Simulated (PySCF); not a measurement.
# How methods differ on the ionisation energy of V

V [Ar] 3d3 4s2 (4F) → V+ [Ar] 3d4 (5D), as a difference of total energies. All numbers are calculated (PySCF 2.14, no relativity, point nucleus, in aug-cc-pVDZ). Correlated levels: valence: [Ar] frozen. The calculations carry no spin-orbit coupling.

| method | ionisation energy (eV) |
| --- | --- |
| UHF | 5.902 |
| LDA | 6.212 |
| PBE | 6.097 |
| BP86 | 6.330 |
| MP2 (valence) | 6.254 |
| SCS-MP2 (valence) | 6.728 |

Q: Estimate what MN15 gives.

A: 5.810 eV, closest to UHF among the rows shown.

Q: Estimate what TPSSh gives.

A: 6.049 eV, closest to PBE among the rows shown.

A first-order spin-orbit estimate (lowest level to lowest level, LS coupling) adds 0.015 eV.

These non-relativistic numbers lack the scalar-relativistic shift.

Errors of the correlated levels include the incompleteness of this basis and the frozen core.

For comparison: 6.746 eV (measured; NIST Atomic Spectra Database, ionization energies).
